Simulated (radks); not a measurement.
All-electron atom: Sb23+ in [Ar] 3d10. All-electron calculation, Dirac Kohn-Sham, exchange-only PBE, spin-unpolarised, spherical densities, finite nucleus; Fermi nuclear charge, rms radius 4.6802 fm. Program: a radial shooting solver on a logarithmic mesh with Libxc functionals.

Normalised radial functions P(r) = r R(r) (large component), r in bohr:

r,3d3/2,3d5/2
0.002982,0.0002,0.0001
0.004173,0.0004,0.0003
0.005793,0.0010,0.0008
0.008106,0.0025,0.0020
0.01134,0.0062,0.0052
0.01575,0.0147,0.0128
0.02204,0.0350,0.0315
0.03083,0.0807,0.0744
0.0428,0.1743,0.1639
0.0599,0.3597,0.3434
0.08382,0.6783,0.6558
0.1164,1.1217,1.0957
0.1628,1.6068,1.5843
0.2278,1.8780,1.8685
0.3163,1.6986,1.7054
0.4426,1.0956,1.1112
0.6193,0.4478,0.4596
0.8597,0.1012,0.1053

3d3/2: eigenvalue -1186.5 eV, 0 radial nodes, <r> = 0.294 bohr, 90 % of the charge inside 0.460 bohr. 3d5/2: eigenvalue -1176.2 eV, 0 radial nodes, <r> = 0.297 bohr, 90 % of the charge inside 0.464 bohr.
